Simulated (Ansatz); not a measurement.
A run for Ansatz (an electronic-structure program): R-B3LYP-D3(BJ)/def2-TZVP on FH5SeSi (a complex).

Ansatz 0.2 input:
```yaml
crystal:
  periodic: [false, false, false]
  atoms:
    - {symbol: Si, position_ang: [0.69133102, -1.39529877, 0.81887018]}
    - {symbol: Se, position_ang: [-0.30404611, 0.67884818, 0.89841902]}
    - {symbol: H, position_ang: [-0.16319947, -2.23429373, -0.01234094]}
    - {symbol: H, position_ang: [1.97585638, -1.09714544, 0.20409449]}
    - {symbol: H, position_ang: [0.79045283, -1.87686507, 2.18857629]}
    - {symbol: H, position_ang: [-1.54723286, 0.23403542, 1.46561298]}
    - {symbol: F, position_ang: [0.45546583, 0.47999231, 4.06378864]}
    - {symbol: H, position_ang: [0.30146895, 0.93719437, 3.25385742]}
basis:
  gaussian:
    orbitals: def2-TZVP
hamiltonian:
  xc: b3lyp
  dispersion: d3bj
relax: {f_tol: 0.004, max_steps: 120}
scf: {lower_state_search: off}
```

The log:

```
WARN ansatz: RAYON_NUM_THREADS=1 ignored (pool sized by the plan → 1); use --threads N
Functional definition: B3LYP
these checks for a lower state are left out or cut short: stability, starts, cluster_reference, orbital_swaps, neighbouring_geometries, increment
integrals: 0.06 GiB planned
1046 factors; their error is unknown
mean field: 0.58 GiB planned
mean field evaluation 1: about -76027.1155 eV, gradient 3.6e1 eV
mean field evaluation 2: about -76024.9838 eV, gradient 5.6e1 eV
mean field evaluation 4: about -76029.1199 eV, gradient 9.0e-1 eV
mean field evaluation 8: about -76029.4822 eV, gradient 3.6e-1 eV
mean field evaluation 16: about -76029.4823 eV, gradient 9.8e-5 eV
mean field -76029.48229825 eV, -2794.0319398267 hartree, gradient 1.8e-6 eV, S^2 0.000000; 0 other end points of the search recorded, 0 dependent functions left out
the calculation of the forces begins
reference -76029.48254434 eV, -2794.0319488704 hartree; 31, 31 occupied and 115, 115 virtual orbitals, 1046 factors
relax step   1: F+E_penalty+E_count = -76029.76276250 eV  Δ(F+E_penalty+E_count) = +0.000e0 eV  max|allowed force component| = 6.842e-1 eV/Å  Δτ_max = 0.0000 Å  (17 SCF iters, accepted)
these checks for a lower state are left out or cut short: stability, starts, cluster_reference, orbital_swaps, neighbouring_geometries, increment
integrals: 0.06 GiB planned
1046 factors; their error is unknown
mean field: 0.58 GiB planned
mean field -76029.47641354 eV, -2794.0317235674 hartree, gradient 2.0e-6 eV, S^2 0.000000; 0 other end points of the search recorded, 0 dependent functions left out
the calculation of the forces begins
reference -76029.47665841 eV, -2794.0317325663 hartree; 31, 31 occupied and 115, 115 virtual orbitals, 1046 factors
relax step   2: F+E_penalty+E_count = -76029.75446605 eV  Δ(F+E_penalty+E_count) = +8.296e-3 eV  max|allowed force component| = 2.411e0 eV/Å  Δτ_max = 0.1955 Å  (25 SCF iters, rejected (line search))
these checks for a lower state are left out or cut short: stability, starts, cluster_reference, orbital_swaps, neighbouring_geometries, increment
integrals: 0.06 GiB planned
1046 factors; their error is unknown
mean field: 0.58 GiB planned
mean field evaluation 32: about -76029.5508 eV, gradient 2.5e-4 eV
mean field -76029.55084074 eV, -2794.0344587169 hartree, gradient 1.5e-6 eV, S^2 0.000000; 0 other end points of the search recorded, 0 dependent functions left out
the calculation of the forces begins
reference -76029.55108676 eV, -2794.0344677579 hartree; 31, 31 occupied and 115, 115 virtual orbitals, 1046 factors
relax step   3: F+E_penalty+E_count = -76029.83018513 eV  Δ(F+E_penalty+E_count) = -6.742e-2 eV  max|allowed force component| = 7.740e-1 eV/Å  Δτ_max = 0.0951 Å  (20 SCF iters, accepted)
these checks for a lower state are left out or cut short: stability, starts, cluster_reference, orbital_swaps, neighbouring_geometries, increment
integrals: 0.06 GiB planned
1046 factors; their error is unknown
mean field: 0.58 GiB planned
mean field -76029.55700779 eV, -2794.0346853516 hartree, gradient 2.1e-6 eV, S^2 0.000000; 0 other end points of the search recorded, 0 dependent functions left out
the calculation of the forces begins
reference -76029.55725388 eV, -2794.0346943953 hartree; 31, 31 occupied and 115, 115 virtual orbitals, 1046 factors
relax step   4: F+E_penalty+E_count = -76029.83792990 eV  Δ(F+E_penalty+E_count) = -7.745e-3 eV  max|allowed force component| = 4.975e-1 eV/Å  Δτ_max = 0.0417 Å  (21 SCF iters, accepted)
these checks for a lower state are left out or cut short: stability, starts, cluster_reference, orbital_swaps, neighbouring_geometries, increment
integrals: 0.06 GiB planned
1046 factors; their error is unknown
mean field: 0.58 GiB planned
mean field -76029.56230623 eV, -2794.0348800658 hartree, gradient 1.5e-6 eV, S^2 0.000000; 0 other end points of the search recorded, 0 dependent functions left out
the calculation of the forces begins
reference -76029.56255115 eV, -2794.0348890664 hartree; 31, 31 occupied and 115, 115 virtual orbitals, 1046 factors
relax step   5: F+E_penalty+E_count = -76029.84130090 eV  Δ(F+E_penalty+E_count) = -3.371e-3 eV  max|allowed force component| = 5.693e-1 eV/Å  Δτ_max = 0.0937 Å  (20 SCF iters, accepted)
these checks for a lower state are left out or cut short: stability, starts, cluster_reference, orbital_swaps, neighbouring_geometries, increment
integrals: 0.06 GiB planned
1046 factors; their error is unknown
mean field:
[...]
rce component| = 6.268e-2 eV/Å  Δτ_max = 0.0542 Å  (19 SCF iters, accepted)
these checks for a lower state are left out or cut short: stability, starts, cluster_reference, orbital_swaps, neighbouring_geometries, increment
integrals: 0.06 GiB planned
1046 factors; their error is unknown
mean field: 0.58 GiB planned
mean field -76029.57815316 eV, -2794.0354624295 hartree, gradient 2.4e-6 eV, S^2 0.000000; 0 other end points of the search recorded, 0 dependent functions left out
the calculation of the forces begins
reference -76029.57840421 eV, -2794.0354716556 hartree; 31, 31 occupied and 115, 115 virtual orbitals, 1046 factors
relax step  15: F+E_penalty+E_count = -76029.85726774 eV  Δ(F+E_penalty+E_count) = +5.049e-5 eV  max|allowed force component| = 7.607e-2 eV/Å  Δτ_max = 0.0317 Å  (19 SCF iters, rejected (line search))
these checks for a lower state are left out or cut short: stability, starts, cluster_reference, orbital_swaps, neighbouring_geometries, increment
integrals: 0.06 GiB planned
1046 factors; their error is unknown
mean field: 0.58 GiB planned
mean field -76029.57850225 eV, -2794.0354752586 hartree, gradient 2.4e-6 eV, S^2 0.000000; 0 other end points of the search recorded, 0 dependent functions left out
the calculation of the forces begins
reference -76029.57875314 eV, -2794.0354844785 hartree; 31, 31 occupied and 115, 115 virtual orbitals, 1046 factors
relax step  16: F+E_penalty+E_count = -76029.85763829 eV  Δ(F+E_penalty+E_count) = -3.201e-4 eV  max|allowed force component| = 5.818e-2 eV/Å  Δτ_max = 0.0154 Å  (20 SCF iters, accepted)
these checks for a lower state are left out or cut short: stability, starts, cluster_reference, orbital_swaps, neighbouring_geometries, increment
integrals: 0.06 GiB planned
1046 factors; their error is unknown
mean field: 0.58 GiB planned
mean field evaluation 128: about -76029.2196 eV, gradient 4.6e-3 eV
mean field -76029.57911436 eV, -2794.0354977531 hartree, gradient 2.4e-6 eV, S^2 0.000000; 0 other end points of the search recorded, 0 dependent functions left out
the calculation of the forces begins
reference -76029.57936521 eV, -2794.0355069717 hartree; 31, 31 occupied and 115, 115 virtual orbitals, 1046 factors
relax step  17: F+E_penalty+E_count = -76029.85762611 eV  Δ(F+E_penalty+E_count) = +1.218e-5 eV  max|allowed force component| = 4.128e-2 eV/Å  Δτ_max = 0.0342 Å  (20 SCF iters, rejected (line search))
these checks for a lower state are left out or cut short: stability, starts, cluster_reference, orbital_swaps, neighbouring_geometries, increment
integrals: 0.06 GiB planned
1046 factors; their error is unknown
mean field: 0.58 GiB planned
mean field -76029.57898815 eV, -2794.0354931151 hartree, gradient 2.4e-6 eV, S^2 0.000000; 0 other end points of the search recorded, 0 dependent functions left out
the calculation of the forces begins
reference -76029.57923905 eV, -2794.0355023353 hartree; 31, 31 occupied and 115, 115 virtual orbitals, 1046 factors
relax step  18: F+E_penalty+E_count = -76029.85785261 eV  Δ(F+E_penalty+E_count) = -2.143e-4 eV  max|allowed force component| = 1.007e-2 eV/Å  Δτ_max = 0.0163 Å  (21 SCF iters, accepted)
these checks for a lower state are left out or cut short: stability, starts, cluster_reference, orbital_swaps, neighbouring_geometries, increment
integrals: 0.06 GiB planned
1046 factors; their error is unknown
mean field: 0.58 GiB planned
mean field -76029.57928262 eV, -2794.0355039366 hartree, gradient 2.4e-6 eV, S^2 0.000000; 0 other end points of the search recorded, 0 dependent functions left out
the calculation of the forces begins
reference -76029.57953353 eV, -2794.0355131574 hartree; 31, 31 occupied and 115, 115 virtual orbitals, 1046 factors
relax step  19: F+E_penalty+E_count = -76029.85797086 eV  Δ(F+E_penalty+E_count) = -1.182e-4 eV  max|allowed force component| = 1.327e-2 eV/Å  Δτ_max = 0.0244 Å  (20 SCF iters, accepted)
these checks for a lower state are left out or cut short: stability, starts, cluster_reference, orbital_swaps, neighbouring_geometries, increment
integrals: 0.06 GiB planned
1046 factors; their error is unknown
mean field: 0.58 GiB planned
mean field -76029.57938849 eV, -2794.0355078270 hartree, gradient 2.4e-6 eV, S^2 0.000000; 0 other end points of the search recorded, 0 dependent functions left out
the calculation of the forces begins
reference -76029.57963938 eV, -2794.0355170473 hartree; 31, 31 occupied and 115, 115 virtual orbitals, 1046 factors
relax step  20: F+E_penalty+E_count = -76029.85798993 eV  Δ(F+E_penalty+E_count) = -1.907e-5 eV  max|allowed force component| = 1.750e-2 eV/Å  Δτ_max = 0.0107 Å  (21 SCF iters, accepted)
these checks for a lower state are left out or cut short: stability, starts, cluster_reference, orbital_swaps, neighbouring_geometries, increment
integrals: 0.06 GiB planned
1046 factors; their error is unknown
mean field: 0.58 GiB planned
mean field evaluation 160: about -76029.5794 eV, gradient 2.3e-6 eV
mean field -76029.57943930 eV, -2794.0355096943 hartree, gradient 2.4e-6 eV, S^2 0.000000; 0 other end points of the search recorded, 0 dependent functions left out
the calculation of the forces begins
reference -76029.57969018 eV, -2794.0355189141 hartree; 31, 31 occupied and 115, 115 virtual orbitals, 1046 factors
relax step  21: F+E_penalty+E_count = -76029.85800242 eV  Δ(F+E_penalty+E_count) = -1.249e-5 eV  max|allowed force component| = 1.191e-2 eV/Å  Δτ_max = 0.0091 Å  (21 SCF iters, accepted)
these checks for a lower state are left out or cut short: stability, starts, cluster_reference, orbital_swaps, neighbouring_geometries, increment
integrals: 0.06 GiB planned
1046 factors; their error is unknown
mean field: 0.58 GiB planned
mean field -76029.57941805 eV, -2794.0355089135 hartree, gradient 2.4e-6 eV, S^2 0.000000; 0 other end points of the search recorded, 0 dependent functions left out
the calculation of the forces begins
reference -76029.57966894 eV, -2794.0355181337 hartree; 31, 31 occupied and 115, 115 virtual orbitals, 1046 factors
relax step  22: F+E_penalty+E_count = -76029.85801251 eV  Δ(F+E_penalty+E_count) = -1.009e-5 eV  max|allowed force component| = 6.421e-3 eV/Å  Δτ_max = 0.0029 Å  (22 SCF iters, accepted)
these checks for a lower state are left out or cut short: stability, starts, cluster_reference, orbital_swaps, neighbouring_geometries, increment
integrals: 0.06 GiB planned
1046 factors; their error is unknown
mean field: 0.58 GiB planned
mean field -76029.57934659 eV, -2794.0355062875 hartree, gradient 2.4e-6 eV, S^2 0.000000; 0 other end points of the search recorded, 0 dependent functions left out
the calculation of the forces begins
reference -76029.57959748 eV, -2794.0355155076 hartree; 31, 31 occupied and 115, 115 virtual orbitals, 1046 factors
relax step  23: F+E_penalty+E_count = -76029.85801743 eV  Δ(F+E_penalty+E_count) = -4.915e-6 eV  max|allowed force component| = 2.788e-3 eV/Å  Δτ_max = 0.0035 Å  (22 SCF iters, accepted)
Total energy: -76029.85826832 eV, -2794.0457564717 hartree
Atom 0 at     0.614029    -1.354642     0.860110 Å, force     0.000071     0.002788    -0.000684 eV/Å
Atom 1 at    -0.473439     0.683843     0.987360 Å, force    -0.001402    -0.000551     0.001900 eV/Å
Atom 2 at     0.050152    -2.159917    -0.242709 Å, force     0.000182     0.000078    -0.000096 eV/Å
Atom 3 at     2.017500    -0.995938     0.579530 Å, force     0.001179    -0.001651    -0.000076 eV/Å
Atom 4 at     0.488590    -2.077726     2.139643 Å, force     0.000009    -0.000607     0.001081 eV/Å
Atom 5 at    -1.752197     0.080404     1.397483 Å, force    -0.000458     0.000268    -0.000572 eV/Å
Atom 6 at     0.853224     0.720457     3.988351 Å, force    -0.001175     0.000115    -0.000806 eV/Å
Atom 7 at     0.402238     0.829987     3.171111 Å, force     0.001595    -0.000441    -0.000748 eV/Å
Dipole moment:    -0.238882    -0.264744    -0.505941 e Å
Checks for a lower state left out: stability, starts, cluster_reference, orbital_swaps, neighbouring_geometries, increment
```

The run converged.

Cost: roughly 80 core-seconds.
